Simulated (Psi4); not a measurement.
C4H4N (SMILES C1=C[N]C=C1), doublet (typed; the unrestricted solution is spin-contaminated), at a GFN2-xTB geometry; MP2.5/def2-SVP in Psi4 1.11.

Psi4 was given this input:
```
memory 2 GB

molecule mol {
0 2
  N     0.001013    0.001790    1.213811
  C    -0.028361    1.066359    0.417962
  C     0.029061   -1.065121    0.421058
  C    -0.055931    0.678920   -0.965053
  C     0.054322   -0.681764   -0.963138
  H     0.020241    2.063335    0.815798
  H    -0.018874   -2.060920    0.821913
  H    -0.062807    1.349445   -1.801624
  H     0.059803   -1.354753   -1.797738
}

set basis def2-svp
set reference uhf

energy('mp2.5')
print_variables()
```

Output, abridged:

```
    Information: MP2.5 default algorithm changed to DF in August 2020. Use `set mp_type conv` for previous behavior.
    For method 'MP2.5', SCF Algorithm Type (re)set to DISK_DF.

   => Loading Basis Set <=

    Name: DEF2-SVP
    Role: ORBITAL
    Keyword: BASIS

         ---------------------------------------------------------
                                   SCF
               by Justin Turney, Rob Parrish, Andy Simmonett
                          and Daniel G. A. Smith
                              UHF Reference
         ---------------------------------------------------------

  ==> Geometry <==

    Molecular point group: c1
    Full point group: C1

    Geometry (in Angstrom), charge = 0, multiplicity = 2:

       Center              X                  Y                   Z               Mass
    ------------   -----------------  -----------------  -----------------  -----------------
         N            0.000988356708     0.001746418688     1.184280436507    14.003074004430
         C           -0.028385643292     1.066315418688     0.388431436507    12.000000000000
         C            0.029036356708    -1.065164581312     0.391527436507    12.000000000000
         C           -0.055955643292     0.678876418688    -0.994583563493    12.000000000000
         C            0.054297356708    -0.681807581312    -0.992668563493    12.000000000000
         H            0.020216356708     2.063291418688     0.786267436507     1.007825032230
         H           -0.018898643292    -2.060963581312     0.792382436507     1.007825032230
         H           -0.062831643292     1.349401418688    -1.831154563493     1.007825032230
         H            0.059778356708    -1.354796581312    -1.827268563493     1.007825032230

  Running in c1 symmetry.

  Rotational constants: A =      0.33233  B =      0.30635  C =      0.15953 [cm^-1]
  Rotational constants: A =   9963.03213  B =   9184.10638  C =   4782.71222 [MHz]
  Nuclear repulsion =  152.401792078638948

  Charge       = 0
  Multiplicity = 2
  Electrons    = 35
  Nalpha       = 18
  Nbeta        = 17

  ==> Algorithm <==

  SCF Algorithm Type is DISK_DF.
  DIIS enabled.
  MOM disabled.
  Fractional occupation disabled.
  Guess Type is SAD.
  Energy threshold   = 1.00e-08
  Density threshold  = 1.00e-08
  Integral threshold = 1.00e-12

  ==> Primary Basis <==

  Basis Set: DEF2-SVP
    Blend: DEF2-SVP
    Number of shells: 42
    Number of basis functions: 90
    Number of Cartesian functions: 95
    Spherical Harmonics?: true
    Max angular momentum: 2

   => Loading Basis Set <=

    Name: (DEF2-SVP AUX)
    Role: JKFIT
    Keyword: DF_BASIS_SCF

  ==> Integral Setup <==

  ==> DiskDFJK: Density-Fitted J/K Matrices <==

    J tasked:                  Yes
    K tasked:                  Yes
    wK tasked:                  No
    Integrals threads:           1
    Algorithm:                Core
    Integral Cache:           SAVE
    Schwarz Cutoff:          1E-12
    Fitting Condition:       1E-10

   => Auxiliary Basis Set <=

  Basis Set: (DEF2-SVP AUX)
    Blend: DEF2-UNIVERSAL-JKFIT
    Number of shells: 149
    Number of basis functions: 449
    Number of Cartesian functions: 529
    Spherical Harmonics?: true
    Max angular momentum: 4

  Minimum eigenvalue in the overlap matrix is 8.9803712826E-04.
  Reciprocal condition number of the overlap matrix is 1.4581034004E-04.
    Using symmetric orthogonalization.

  ==> Pre-Iterations <==

  SCF Guess: Superposition of Atomic Densities via on-the-fly atomic UHF (no occupation information).

   -------------------------
    Irrep   Nso     Nmo
   -------------------------
     A         90      90
   -------------------------
    Total      90      90
   -------------------------

  ==> Iterations <==

                           Total Energy        Delta E     RMS |[F,P]|

   @DF-UHF iter SAD:  -207.64392785712568   -2.07644e+02   0.00000e+00
[...]
  @DF-UHF Final Energy:  -208.03807008050279
    Total Energy =                       -208.0380700805027914
  DIE_IF_NOT_CONVERGED          => (empty)
[...]
  REG_PARAM                     => (empty)
  RELATIVISTIC                  => (empty)
  REMP_A                        => (empty)
  RESTRICTED_DOCC               => (empty)
  RESTRICTED_UOCC               => (empty)
  RMS_MOGRAD_CONVERGENCE        => (empty)
  R_CONVERGENCE                 => (empty)
  SCF_TYPE                      => DISK_DF         !
  SCREENING                     => (empty)
  SCS_TYPE                      => (empty)
  SOCC                          => (empty)
  SOS_TYPE                      => (empty)
  TRIPLES_IABC_TYPE             => (empty)
  WFN                           => (empty)
  WFN_TYPE                      => DF-OMP2.5       !
  WRITER_FILE_LABEL             => (empty)
  ZORA_BASIS_TOLERANCE          => (empty)
  ZORA_NR_DEBUG                 => (empty)
  ZORA_PRUNING_SCHEME           => (empty)
  ZORA_RADIAL_POINTS            => (empty)
  ZORA_SPHERICAL_POINTS         => (empty)

	For this residual convergence, default PCG convergence is:     1.00e-07
	For this energy convergence, default residual convergence is:     3.16e-07

 ==============================================================================
 ==============================================================================
 ==============================================================================

                    DF-MP2.5
              Program Written by Ugur Bozkaya
              Latest Revision September 9, 2017

 ==============================================================================
 ==============================================================================
 ==============================================================================

	MO spaces...

	 FC   AOCC   BOCC  AVIR   BVIR   FV
	------------------------------------------
	  0    18    17    72     73     0

	Number of basis functions in the DF-CC basis: 296

	Total memory requirement for DF+CC int:     66.62 MB

	Computing DF-MP2 energy ...
	=======================================================================
	Nuclear Repulsion Energy (a.u.)    :   152.40179207863895
	DF-HF Energy (a.u.)                :  -208.03807008050279
	REF Energy (a.u.)                  :  -208.03807008050279
	Alpha-Alpha Contribution (a.u.)    :    -0.09525196389567
	Alpha-Beta Contribution (a.u.)     :    -0.48443406699963
	Beta-Beta Contribution (a.u.)      :    -0.07673530195362
	Scaled_SS Correlation Energy (a.u.):    -0.05732908861643
	Scaled_OS Correlation Energy (a.u.):    -0.58132088039955
	DF-SCS-MP2 Total Energy (a.u.)     :  -208.67672004951876
	DF-SOS-MP2 Total Energy (a.u.)     :  -208.66783436760230
	DF-SCS(N)-MP2 Total Energy (a.u.)  :  -208.34076766839755
	DF-MP2 Correlation Energy (a.u.)   :    -0.65642133284891
	DF-MP2 Total Energy (a.u.)         :  -208.69449141335170
	=======================================================================

	=======================================================================
	================ MP2.5 FINAL RESULTS ==================================
	=======================================================================
	Nuclear Repulsion Energy (a.u.)    :   152.40179207863895
	SCF Energy (a.u.)                  :  -208.03807008050279
	REF Energy (a.u.)                  :  -208.03807008050279
	Alpha-Alpha Contribution (a.u.)    :    -0.09253571799059
	Alpha-Beta Contribution (a.u.)     :    -0.50519871049996
	Beta-Beta Contribution (a.u.)      :    -0.07413358280951
	DF-MP3 Correlation Energy (a.u.)   :    -0.68731468975122
	DF-MP3 Total Energy (a.u.)         :  -208.72538477025401
	DF-MP2.5 Correlation Energy (a.u.) :    -0.67186801130006
	DF-MP2.5 Total Energy (a.u.)       :  -208.70993809180285
	=======================================================================

  Variable Map:
  ----------------------------------------------------------------------------
[...]
  Array Variable Map:
  ----------------------------------------------------------------------------
[...]
[...]
```
